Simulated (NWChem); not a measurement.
Two isomers of C2H5BO3, each optimised at PBE0/def2-SVP with NWChem. Flexible species stand in one conformer each, which need not be the lowest. 

A: C1(C)OB(O)O1
B: CB(O)C(=O)O

Question: Which is lower in energy, by how much, and how do their other properties compare?

Answer: A is lower by 28.3 kcal/mol in electronic energy; with zero-point energies, B − A = 26.6 kcal/mol.
```csv
,A,B
highest occupied level (eV),-8.60,-7.93
orbital gap (eV),10.17,6.65
dipole (D),1.71,1.44
highest harmonic frequency (cm⁻¹),3929,3759
zero-point energy (kcal/mol),52.7,51.1
```
